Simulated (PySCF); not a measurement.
**Adding and removing an electron: TlAs**

UHF; basis Tl cc-pVDZ-PP with ECP60, As cc-pVDZ-PP with ECP10; scalar-relativistic core potentials; PySCF 2.14. Neutral (UHF): triplet (π ↑↑), Re = 2.868 Å, ωe = 146 cm⁻¹, De = 0.53 eV, HOMO -6.40 eV, LUMO 0.21 eV.

TlAs⁺ (UHF): quartet (σ ↑, π ↑↑), Re = 3.725 Å, ωe = 37.6 cm⁻¹. The energies at the minima are -502.72878 hartree for TlAs and -502.52990 for TlAs⁺.

Task: Work out the adiabatic ionisation energy, without and with harmonic zero-point energies (1 hartree = 27.2114 eV, 1 eV = 8065.5 cm⁻¹), and the change of the bond length.

Result: At UHF: 0.19888 hartree = 5.412 eV between the minima; the zero-point term (37.6 − 146.0)/2 cm⁻¹ = -0.007 eV makes it 5.405 eV. Re changes by +85.7 pm against the neutral. The electron leaves a σ orbital, and the ion is left as a loose complex of an ion and an atom.

These are scalar-relativistic numbers at best; spin–orbit coupling would shift them, the dissociation energy most. Hartree–Fock leaves out correlation, which carries a large part of most bond energies and some tenths to 1 eV of ionisation energies. States were picked by a PBE0 search and need not be the measured ground states.
